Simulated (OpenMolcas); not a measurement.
## Co2+: the spin-orbit constant, Racah parameters, worked from levels

* Program: OpenMolcas 26.06
* Basis: ANO-R3 [8s5p5d3f2g1h]
* Scalar Hamiltonian: X2C, finite nucleus
* Active space: 7 electrons in 5 orbitals (3d)
* State averaging: 2S+1 = 4 even, 10 roots; 2S+1 = 2 even, 40 roots
* Spin-orbit coupling: RASSI with atomic mean-field integrals over the reference wave functions, term energies averaged over their components

Methods: CASSCF; MS-CASPT2, IPEA 0.25 Eh, imaginary shift 0.1 Eh (closed shells correlated: 3s 3p). Measured levels: Sugar and Corliss, J. Phys. Chem. Ref. Data 10, 1097 (1981).

**The spin-orbit constant.** For the Hund term 4F of d7, E(J) = (A/2) J(J+1) + constant and ζ = -2S·A = -3A. From J = 3/2 to J = 9/2 the energy changes by 10.5 A.

```tsv
Source	E(9/2) - E(3/2)	A	ζ
CASSCF	-1869.5	-178.0	534
MS-CASPT2	-1864.8	-177.6	533
measured	-1866.8	-177.8	533
```

All in cm-1. MS-CASPT2 is off by -0.1 % and CASSCF by +0.1 %. Both methods take the spin-orbit matrix elements from the reference wave functions, so the second can move ζ only through the term energies and any multistate remixing. Second-order mixing with other terms is absorbed into this ζ.

**Racah parameters.** Above 4F, d7 has 4P at 15B, 2G at 4B + 3C and 2H at 9B + 3C. The first two fix B and C, and the third tests them; where it misses by thousands of cm-1, two parameters do not describe the configuration (Trees and configuration-interaction terms are left out) and B and C hang on the terms chosen. Term energies are centres of gravity, weighted by 2J + 1.

| Source | 4P | 2G | B | C | C/B | 2H from B, C | 2H found |
| --- | --- | --- | --- | --- | --- | --- | --- |
| CASSCF | 18778 | 18916 | 1252 | 4636 | 3.70 | 25176 | 25245 |
| MS-CASPT2 | 15115 | 15928 | 1008 | 3966 | 3.93 | 20970 | 22176 |
| measured | 14561 | 16510 | 971 | 4209 | 4.33 | 21366 | 22227 |

Energies in cm-1. From CASSCF to MS-CASPT2, B changes by -19.5 % and C by -14.5 %. Against the measured terms, MS-CASPT2 has B off by +3.8 % and C by -5.8 %.

CASPT2 breaks the degeneracy within a term, and the mean is taken; among the terms shown or strongly mixed into the levels shown the widest spread is 1100 cm-1 (3d7 4F, MS-CASPT2). Without dynamic correlation excited terms often stand tens of per cent too high (terms of higher spin than the ground term too low), and those without a measured partner can miss by more than the paired ones (holds for CASSCF). Computed and measured levels are paired by configuration, term and J; levels that our copy of the source lacks, or whose pairing is in doubt (as where it misses far off the trend of its configuration), stay unpaired and out of the deviations. Levels of configurations outside the active space are missing.
